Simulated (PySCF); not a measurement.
A small calculation by hand: entropy of an ideal gas

Be(Br)(OH) (BeBrHO), SMILES [Be]([OH])[Br].

Coordinates come from a PBE0-D3(BJ)/def2-TZVP optimisation. One conformer was computed; it need not be the lowest.

PBE0-D3(BJ)/def2-TZVP (PySCF 2.14.0) gives the harmonic wavenumbers 246, 271, 425, 488, 1383, 4028 cm⁻¹ and the rotational temperatures 55.2992, 0.1350, 0.1347 K. The molar mass is 105.92 g/mol, the symmetry number 1, the spin multiplicity 1.

Problem. Work out the entropy at 298.15 K and 1 atm in the rigid-rotor, harmonic-oscillator model.

Solution. 
Translation (Sackur–Tetrode at 1 atm): S = R[1.5 ln M + 2.5 ln T − 1.16487] = 166.9 J/(mol K).
Rotation: q = (√π/σ) T^1.5/√(θA θB θC) = 9100, S = R[ln q + 3/2] = 88.3 J/(mol K).
Vibration: with u = 1.4388 ν/T, each mode gives R[u/(e^u − 1) − ln(1 − e^−u)]:
```tsv
ν (cm⁻¹)	modes	u	S (J/(mol K))
246	1	1.19	7.36
271	1	1.31	6.65
425	1	2.05	3.66
488	1	2.35	2.88
1383	1	6.67	0.08
```
The stiffer modes add less than 0.005 each. Sum 20.6 J/(mol K).
Spin: R ln 1 = 0.0 J/(mol K).
Total 275.8 J/(mol K); the program's own thermochemistry gives 275.8. Translation makes up 61 % and vibration 7 %. Anharmonicity, hindered rotation and orbital degeneracy are left out.
